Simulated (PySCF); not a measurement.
C6H12 (SMILES C=C[C@H](C)CC), singlet, geometry from GFN2-xTB; PySCF with DF-PBE/3-21G.

Here is a job for PySCF.
```python
from pyscf import gto, scf, dft

mol = gto.M(
    atom='''
C    -1.22938513    1.75470596   -0.66987614
C    -0.74631978    0.91914666    0.22953065
C    -0.31890248   -0.48923968   -0.05308173
C    -1.18805876   -1.45831437    0.75259869
C     1.16219274   -0.68118160    0.30005560
C     2.07598193    0.17572464   -0.56703097
H    -1.34474526    1.46978070   -1.70324148
H    -1.53047750    2.75788458   -0.41829861
H    -0.64062053    1.23005252    1.26156571
H    -0.45462096   -0.69640432   -1.11992133
H    -2.23788681   -1.32475601    0.50110583
H    -1.06447798   -1.28196307    1.81921162
H    -0.90885331   -2.48785809    0.53934125
H     1.42324776   -1.73422343    0.17095150
H     1.31478818   -0.42772138    1.35189816
H     1.95576942   -0.08160738   -1.61729389
H     3.11724570    0.02172883   -0.29278340
H     1.83757997    1.23003752   -0.44571178
''',
    basis='3-21g',
    verbose=4,
    max_memory=1800,
)

mf = dft.RKS(mol)
mf.xc = 'pbe'
mf = mf.density_fit(auxbasis='def2-universal-jkfit')
mf.kernel()
```

Output, abridged:

```
PySCF version 2.14.0

[INPUT] verbose = 4
[INPUT] num. atoms = 18
[INPUT] num. electrons = 48
[INPUT] charge = 0
[INPUT] spin (= nelec alpha-beta = 2S) = 0
[INPUT] symmetry False subgroup None
[INPUT] Mole.unit = angstrom
[INPUT] Symbol           X                Y                Z      unit          X                Y                Z       unit  Magmom
[INPUT]  1 C     -1.229385130000   1.754705960000  -0.669876140000 AA   -2.323201197313   3.315913693542  -1.265882441981 Bohr   0.0
[INPUT]  2 C     -0.746319780000   0.919146660000   0.229530650000 AA   -1.410339985546   1.736935455709   0.433750065693 Bohr   0.0
[INPUT]  3 C     -0.318902480000  -0.489239680000  -0.053081730000 AA   -0.602638347645  -0.924529004470  -0.100309931918 Bohr   0.0
[INPUT]  4 C     -1.188058760000  -1.458314370000   0.752598690000 AA   -2.245105676290  -2.755814762818   1.422205405806 Bohr   0.0
[INPUT]  5 C      1.162192740000  -0.681181600000   0.300055600000 AA    2.196225982558  -1.287246665093   0.567022906142 Bohr   0.0
[INPUT]  6 C      2.075981930000   0.175724640000  -0.567030970000 AA    3.923037287246   0.332071442938  -1.071533237446 Bohr   0.0
[INPUT]  7 H     -1.344745260000   1.469780700000  -1.703241480000 AA   -2.541200248707   2.777482986172  -3.218659921199 Bohr   0.0
[INPUT]  8 H     -1.530477500000   2.757884580000  -0.418298610000 AA   -2.892183314809   5.211646539361  -0.790469811186 Bohr   0.0
[INPUT]  9 H     -0.640620530000   1.230052520000   1.261565710000 AA   -1.210597351474   2.324462381631   2.384013680042 Bohr   0.0
[INPUT] 10 H     -0.454620960000  -0.696404320000  -1.119921330000 AA   -0.859109104887  -1.316013436764  -2.116344594759 Bohr   0.0
[INPUT] 11 H     -2.237886810000  -1.324756010000   0.501105830000 AA   -4.228993168677  -2.503426040772   0.946952778123 Bohr   0.0
[INPUT] 12 H     -1.064477980000  -1.281963070000   1.819211620000 AA   -2.011571847830  -2.422559104107   3.437811724426 Bohr   0.0
[INPUT] 13 H     -0.908853310000  -2.487858090000   0.539341250000 AA   -1.717483843304  -4.701370426884   1.019207250181 Bohr   0.0
[INPUT] 14 H      1.423247760000  -1.734223430000   0.170951500000 AA    2.689548473801  -3.277207321504   0.323051515584 Bohr   0.0
[INPUT] 15 H      1.314788180000  -0.427721380000   1.351898160000 AA    2.484589572015  -0.808276265821   2.554717270703 Bohr   0.0
[INPUT] 16 H      1.955769420000  -0.081607380000  -1.617293890000 AA    3.695868566599  -0.154215597943  -3.056242515032 Bohr   0.0
[INPUT] 17 H      3.117245700000   0.021728830000  -0.292783400000 AA    5.890740635978   0.041061537707  -0.553280439819 Bohr   0.0
[INPUT] 18 H      1.837579970000   1.230037520000  -0.445711780000 AA    3.472522875286   2.324434035739  -0.842273194692 Bohr   0.0

nuclear repulsion = 241.37878180002
number of shells = 54
number of NR pGTOs = 126
number of NR cGTOs = 78
basis = 3-21g
ecp = {}

******** <class 'pyscf.df.df_jk.DFRKS'> ********
method = DFRKS
initial guess = minao
damping factor = 0
level_shift factor = 0
DIIS = <class 'pyscf.scf.diis.CDIIS'>
diis_start_cycle = 1
diis_space = 8
diis_damp = 0
SCF conv_tol = 1e-09
SCF conv_tol_grad = None
SCF max_cycles = 50
direct_scf = False
XC library pyscf.dft.libxc version 7.1.2
    S. Lehtola, C. Steigemann, M. J. T. Oliveira, and M. A. L. Marques,  SoftwareX 7, 1–5 (2018)
XC functionals = pbe
    J. P. Perdew, K. Burke, and M. Ernzerhof,  Phys. Rev. Lett. 77, 3865 (1996)
    J. P. Perdew, K. Burke, and M. Ernzerhof,  Phys. Rev. Lett. 78, 1396 (1997)
    J. P. Perdew, K. Burke, and M. Ernzerhof,  Phys. Rev. Lett. 77, 3865 (1996)
    J. P. Perdew, K. Burke, and M. Ernzerhof,  Phys. Rev. Lett. 78, 1396 (1997)
radial grids:
    Treutler-Ahlrichs [JCP 102, 346 (1995); DOI:10.1063/1.469408] (M4) radial grids

becke partition: Becke, JCP 88, 2547 (1988); DOI:10.1063/1.454033
pruning grids: <function nwchem_prune>
grids dens level: 3
symmetrized grids: False
atomic radii adjust function: <function treutler_atomic_radii_adjust>
small_rho_cutoff = 0
Set gradient conv threshold to 3.16228e-05
Initial guess from minao.
tot grids = 202408
init E= -234.285474720207
  HOMO = -0.31736034818047  LUMO = -0.0902725894849521  gap/eV = 6.17937
cycle= 1 E= -234.144756969959  delta_E= 0.141  |g|= 0.529  |ddm|= 3.78
  HOMO = -0.14344748944446  LUMO = 0.0701989599269641  gap/eV = 5.81362
cycle= 2 E= -234.086477184919  delta_E= 0.0583  |g|= 0.705  |ddm|= 1.57
  HOMO = -0.217694561753672  LUMO = 0.00315157138017774  gap/eV = 6.00953
cycle= 3 E= -234.222390702352  delta_E= -0.136  |g|= 0.0657  |ddm|= 0.92
  HOMO = -0.221072274937283  LUMO = 0.000242606964916625  gap/eV = 6.02228
cycle= 4 E= -234.222995251945  delta_E= -0.000605  |g|= 0.0478  |ddm|= 0.125
  HOMO = -0.220686934666477  LUMO = 0.000212536251094964  gap/eV = 6.01098
cycle= 5 E= -234.223610108466  delta_E= -0.000615  |g|= 0.00969  |ddm|= 0.05
  HOMO = -0.219988984601186  LUMO = 0.00098868759846793  gap/eV = 6.01311
cycle= 6 E= -234.223633998116  delta_E= -2.39e-05  |g|= 0.00136  |ddm|= 0.0125
  HOMO = -0.220112298266265  LUMO = 0.000848156053235627  gap/eV = 6.01264
cycle= 7 E= -234.223634505832  delta_E= -5.08e-07  |g|= 0.000321  |ddm|= 0.00233
  HOMO = -0.220133863334219  LUMO = 0.000828407679081877  gap/eV = 6.01269
cycle= 8 E= -234.223634531669  delta_E= -2.58e-08  |g|= 0.000101  |ddm|= 0.000473
  HOMO = -0.22012639436868  LUMO = 0.000836329901776622  gap/eV = 6.01270
cycle= 9 E= -234.223634534375  delta_E= -2.71e-09  |g|= 1.06e-05  |ddm|= 0.000136
  HOMO = -0.220127824906931  LUMO = 0.000834966260763181  gap/eV = 6.01270
cycle= 10 E= -234.223634534412  delta_E= -3.66e-11  |g|= 1.97e-06  |ddm|= 2.21e-05
  HOMO = -0.220127929115248  LUMO = 0.000834875336889862  gap/eV = 6.01270
Extra cycle  E= -234.223634534412  delta_E= -2.84e-13  |g|= 2.61e-06  |ddm|= 7.99e-06
converged SCF energy = -234.223634534412
```
